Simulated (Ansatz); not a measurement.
Start from `[AlH2][SiH2][ZnH]` and change one atom or group to get `F[SiH2][AlH2]`.

Ansatz, PBE0-D4/def2-TZVP geometries, multiplicity 1. 

Scalar relativity is left out up to krypton.

```json
{"property": "size of the dipole moment (PBE/def2-TZVPP) / D", "`[AlH2][SiH2][ZnH]`": "0.26"}
{"property": "HOMO energy (PBE/def2-TZVPP) / eV", "`[AlH2][SiH2][ZnH]`": "-6.01"}
{"property": "LUMO energy (PBE/def2-TZVPP) / eV", "`[AlH2][SiH2][ZnH]`": "-2.82"}
{"property": "LUMO energy (PBE0/def2-TZVPP) / eV", "`[AlH2][SiH2][ZnH]`": "-2.09"}
{"property": "HOMO–LUMO gap (ωB97M-V/def2-TZVPP) / eV", "`[AlH2][SiH2][ZnH]`": "8.33"}
{"property": "HOMO energy (PBE0/def2-TZVPP) / eV", "`[AlH2][SiH2][ZnH]`": "-6.94"}
```

Q: Give the same properties after the change, and the shifts. (An estimate is asked.)

A: The calculation gave: 
```
                                      property  `F[SiH2][AlH2]`  shift
size of the dipole moment (PBE/def2-TZVPP) / D             1.21   0.95
             HOMO energy (PBE/def2-TZVPP) / eV            -6.52  -0.51
             LUMO energy (PBE/def2-TZVPP) / eV            -3.03  -0.21
            LUMO energy (PBE0/def2-TZVPP) / eV            -2.27  -0.18
       HOMO–LUMO gap (ωB97M-V/def2-TZVPP) / eV             9.03   0.70
            HOMO energy (PBE0/def2-TZVPP) / eV            -7.65  -0.71
```

With PBE0 the HOMO falls by 0.71 eV and the LUMO falls by 0.18 eV, so the gap widens by about 0.53 eV. PBE moves the HOMO by -0.51 eV and ωB97M-V by -0.81 eV. The zero-point energy changes by -8.7 kJ/mol with -3 modes. Dipoles are sizes alone; their direction can turn.
